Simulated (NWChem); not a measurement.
Molecule: GaNH₄O₂; SMILES [NH2][Ga]([OH])[OH]

```xyz
8

Ga     0.0187    -0.0098     0.0233
O     -1.3201    -1.2216     0.0328
H     -2.1831    -0.7987    -0.0949
O      1.6843    -0.6852    -0.0357
H      1.6435    -1.6524    -0.1003
N     -0.2143     1.8117    -0.0682
H      0.6183     2.3498     0.1525
H     -1.0097     2.1983     0.4293
```
Atoms are numbered in this order, from 1.

Program: NWChem. Structure relaxed at the B3LYP/6-31G* (spherical d) level. Vzz is the largest principal value of the second derivative of the potential at the nucleus (NWChem prints the opposite sign); η is the asymmetry. Non-relativistic.

Task: Estimate the computed values for B3LYP/cc-pVTZ. Quantities: Vzz Ga1 (a.u.); η Ga1; Vzz O2 (a.u.); η O2; Vzz O4 (a.u.); η O4; Vzz N6 (a.u.); η N6.

Result: The vzz Ga1 (a.u.) is 2.189, the η Ga1 is 0.26 and the vzz O2 (a.u.) comes out as 1.310. The η O2 is 0.75 and the vzz O4 (a.u.) is 1.284. The η O4 comes out as 0.76, the vzz N6 (a.u.) comes out as -0.794 and the η N6 comes out as 0.27.
